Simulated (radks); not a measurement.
Results of a calculation; reference values are marked as such.
Correlation energies from several functionals, in hartree. Species: Be+ [He] 2s1; Zn2+ [Ar] 3d10; F2+ [He] 2s2 2p3; Re [Xe] 4f14 5d5 6s2. Code: a radial shooting solver on a logarithmic mesh with Libxc functionals. Model: non-relativistic Kohn-Sham, PBE, spin-polarised, spherical densities, point nucleus. Every spin shell is full or empty, so the densities are truly spherical. Functionals are evaluated on that one density, not self-consistently.

functional        Be+     Zn2+       F2+       Re
PW92         -0.17273  -2.5728  -0.48652  -7.6678
PZ           -0.17194  -2.5683  -0.47839  -7.6677
Wigner       -0.10851  -1.5012  -0.27791  -3.9486
PBE         -0.053867  -1.3592  -0.19438  -4.4751
PBEsol      -0.068684  -1.5542  -0.23476  -5.0207
PW91        -0.061942  -1.4766  -0.21806  -4.8066
AM05         -0.15102  -2.3719  -0.43483  -7.2157
OP (B88)    -0.068490  -1.3342  -0.22042  -3.8993
TPSS        -0.052096  -1.3623  -0.19976  -4.4725
SCAN        -0.050338  -1.3645  -0.19598  -4.5381
r2SCAN      -0.050405  -1.3716  -0.19733  -4.5552
